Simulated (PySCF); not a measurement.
Ligand exchange on a metal centre used in film growth or etching (Hf F-OH). All species are isolated molecules in the gas phase. One relaxed conformer stands for each flexible species; it need not be the lowest.

The charge on the central atom (Mulliken) from two functionals at the same geometries (BP86-D3(BJ)/def2-SVP), both in PySCF: PBE-D3(BJ)/def2-TZVP and TPSSh-D3(BJ)/def2-TZVP. 

| species | TPSSh-D3(BJ)/def2-TZVP (e) |
|---|---|
| 0 of 4 F replaced by OH | 1.70 |
| 1 of 4 F replaced by OH ([Hf(F)3(OH)]) | 1.69 |
| 2 of 4 F replaced by OH ([Hf(F)2(OH)2]) | 1.68 |
| 3 of 4 F replaced by OH ([Hf(F)(OH)3]) | 1.67 |
| 4 of 4 F replaced by OH ([Hf(OH)4]) | 1.64 |

Question: What does PBE-D3(BJ)/def2-TZVP give for each?

Answer: 
- 0 of 4 F replaced by OH: 1.54
- 1 of 4 F replaced by OH ([Hf(F)3(OH)]): 1.52
- 2 of 4 F replaced by OH ([Hf(F)2(OH)2]): 1.50
- 3 of 4 F replaced by OH ([Hf(F)(OH)3]): 1.47
- 4 of 4 F replaced by OH ([Hf(OH)4]): 1.43
Over these rows, drawn at random from the members with no instability flagged (it was tested for open shells, ions and some series alone), PBE minus TPSSh-D3(BJ): mean -0.19 e, from -0.22 e to -0.16 e.
